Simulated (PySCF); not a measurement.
1-ethynyl-4-fluorobenzene, C8H5F.
Atom-mapped SMILES: `[CH:1]#[C:2][c:3]1[cH:4][cH:5][c:6]([F:7])[cH:8][cH:9]1` (hydrogens: H10 on C1; H11 on C4; H12 on C5; H13 on C8; H14 on C9)

Geometry (PBE0-D3(BJ)/def2-SVP, Å), atoms numbered from 1 in this order:
```xyz
14
C8H5F angstrom
C      3.318   -0.647   -0.187
C      2.129   -0.414   -0.123
C      0.729   -0.143   -0.045
C      0.220    1.106   -0.441
C     -1.141    1.375   -0.361
C     -1.997    0.388    0.116
F     -3.300    0.643    0.196
C     -1.525   -0.859    0.512
C     -0.163   -1.120    0.430
H      4.370   -0.856   -0.243
H      0.907    1.869   -0.811
H     -1.552    2.340   -0.664
H     -2.230   -1.606    0.879
H      0.226   -2.092    0.737
```

Computed with PySCF at CAM-B3LYP/def2-SVPD, non-relativistic, on one gas-phase PBE0-D3(BJ)/def2-SVP geometry that isn't relaxed in the solvent. The solvent is an IEF-PCM continuum (cavity from Bondi-type radii × 1.2). The model holds no explicit solvent molecules, cavitation or dispersion.

Gas phase at CAM-B3LYP/def2-SVPD: HOMO -8.07 eV, LUMO -0.08 eV, dipole 0.84 D.

Question: What does the continuum do to the energy, the frontier levels and the dipole at CAM-B3LYP/def2-SVPD in tetrahydrofuran and acetone?

Answer: 
```json
{"solvent": "tetrahydrofuran", "ε": "7.426", "E(solvent) − E(gas) (kJ/mol)": "-14.97", "polarisation term (kJ/mol)": "-16.46", "distortion of the solute (kJ/mol)": "1.49", "HOMO (eV)": "-8.07", "LUMO (eV)": "-0.04", "dipole (D)": "0.90"}
{"solvent": "acetone", "ε": "20.49", "E(solvent) − E(gas) (kJ/mol)": "-17.37", "polarisation term (kJ/mol)": "-19.40", "distortion of the solute (kJ/mol)": "2.03", "HOMO (eV)": "-8.08", "LUMO (eV)": "-0.05", "dipole (D)": "0.91"}
```

Polarisation term: ½ Σ q·V over the induced surface charges. Distortion: the rise of the solute's own energy as its density leaves the gas-phase optimum. From tetrahydrofuran to acetone the lowering changes by a factor 1.16, Onsager's factor (ε − 1)/(2ε + 1) by 1.15 and ε itself by 2.8.

Question: Give the dipole vector in the frame of the coordinates (D, pointing from negative to positive charge), gas and acetone.

Answer: Gas (0.82, -0.17, -0.05), solvent (0.89, -0.18, -0.05). Its length changes by +8 % and its direction by less than 1°.

Question: How does the static polarisability (CAM-B3LYP/def2-SVPD, frozen core, with the continuum's full static response) change?

Answer: 
```json
{"medium": "gas", "isotropic (au)": "93.8", "principal values (au)": "52.2, 88.6, 140.6", "⟨r²⟩ of the electrons (bohr²)": "1275.1"}
{"medium": "tetrahydrofuran", "isotropic (au)": "122.5", "principal values (au)": "67.1, 118.4, 182.0", "⟨r²⟩ of the electrons (bohr²)": "1274.2"}
{"medium": "acetone", "isotropic (au)": "128.0", "principal values (au)": "70.9, 124.3, 188.6", "⟨r²⟩ of the electrons (bohr²)": "1274.0"}
```

The isotropic value in acetone is 1.36 times the gas-phase one; no cavity-field correction is applied. ⟨r²⟩ is taken about the centre of nuclear charge.

The run took 40 s wall on Arm Neoverse V1, one thread (shared host), and the process peaked at 1.1 GiB of memory. This is the whole response run at CAM-B3LYP/def2-SVPD in acetone, SCF included.
